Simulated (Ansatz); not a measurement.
One change: `[CH3][In]([Cl])[Cl]` becomes `C#[C][In]([Cl])[Cl]`.

Ansatz, PBE0-D4/def2-TZVP geometries, multiplicity 1. 

Elements past krypton have def2 core potentials.

```json
{"property": "size of the dipole moment (ωB97M-V/def2-TZVPP) / D", "`[CH3][In]([Cl])[Cl]`": "3.65"}
{"property": "HOMO energy (PBE/def2-TZVPP) / eV", "`[CH3][In]([Cl])[Cl]`": "-7.24"}
{"property": "HOMO–LUMO gap (PBE/def2-TZVPP) / eV", "`[CH3][In]([Cl])[Cl]`": "4.74"}
{"property": "LUMO energy (ωB97M-V/def2-TZVPP) / eV", "`[CH3][In]([Cl])[Cl]`": "0.05"}
{"property": "HOMO–LUMO gap (ωB97M-V/def2-TZVPP) / eV", "`[CH3][In]([Cl])[Cl]`": "10.74"}
{"property": "LUMO energy (PBE/def2-TZVPP) / eV", "`[CH3][In]([Cl])[Cl]`": "-2.50"}
```

Question: Give the same properties after the change, and the shifts. (An estimate is asked.)

Answer: Ansatz gave: 
```csv
property,`C#[C][In]([Cl])[Cl]`,shift
size of the dipole moment (ωB97M-V/def2-TZVPP) / D,2.67,-0.98
HOMO energy (PBE/def2-TZVPP) / eV,-7.60,-0.36
HOMO–LUMO gap (PBE/def2-TZVPP) / eV,4.78,0.04
LUMO energy (ωB97M-V/def2-TZVPP) / eV,-0.37,-0.42
HOMO–LUMO gap (ωB97M-V/def2-TZVPP) / eV,10.74,0.00
LUMO energy (PBE/def2-TZVPP) / eV,-2.82,-0.32
```

With PBE0 the HOMO falls by 0.31 eV and the LUMO falls by 0.44 eV, so the gap narrows by about 0.13 eV. PBE moves the HOMO by -0.36 eV and ωB97M-V by -0.42 eV. Dipoles are sizes alone; their direction can turn.
